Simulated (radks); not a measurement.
Trend from La+ to Lu+: ionisation energy by Delta-SCF between NIST ground configurations, and size. Calculated with a radial shooting solver on a logarithmic mesh with Libxc functionals: Dirac Kohn-Sham, PBE, spin-unpolarised, spherical densities, finite nucleus; open shells are shared between the two j in proportion to 2j + 1; Fermi nuclear charge, rms radius of each element as measured or else 0.836 A^(1/3) + 0.57 fm.

| species | configuration | IE (eV) | NIST (eV) | kind |
|---|---|---|---|---|
| La+ | [Xe] 5d2 | 10.814 | 11.185 | exp. |
| Ce+ | [Xe] 4f1 5d2 | 9.575 | 10.96 | semi-emp. |
| Pr+ | [Xe] 4f3 6s1 | 10.624 | 10.63 | semi-emp. |
| Nd+ | [Xe] 4f4 6s1 | 10.785 | 10.78 | semi-emp. |
| Pm+ | [Xe] 4f5 6s1 | 10.938 | 10.94 | semi-emp. |
| Sm+ | [Xe] 4f6 6s1 | 11.087 | 11.08 | semi-emp. |
| Eu+ | [Xe] 4f7 6s1 | 11.234 | 11.24 | semi-emp. |
| Gd+ | [Xe] 4f7 5d1 6s1 | 12.098 | 12.08 | semi-emp. |
| Tb+ | [Xe] 4f9 6s1 | 11.522 | 11.51 | semi-emp. |
| Dy+ | [Xe] 4f10 6s1 | 11.666 | 11.65 | semi-emp. |
| Ho+ | [Xe] 4f11 6s1 | 11.810 | 11.78 | semi-emp. |
| Er+ | [Xe] 4f12 6s1 | 11.954 | 11.92 | semi-emp. |
| Tm+ | [Xe] 4f13 6s1 | 12.099 | 12.07 | semi-emp. |
| Yb+ | [Xe] 4f14 6s1 | 12.246 | 12.179 | exp. |
| Lu+ | [Xe] 4f14 6s2 | 14.267 | 14.13 | semi-emp. |

Reference values: NIST Atomic Spectra Database (exp. = measured, semi-emp. = semi-empirical, theory = theoretical value adopted there). Spin polarisation and multiplet splitting are left out, so open shells lie too high by an amount that depends on their filling. Sharing an open shell by 2j + 1 raises it above the true ground level by a part of the spin-orbit splitting, which enters the differences from NIST.

Beside tabulated values, note that spin-unpolarised runs miss the spin-polarisation part of the exchange energy of open shells.
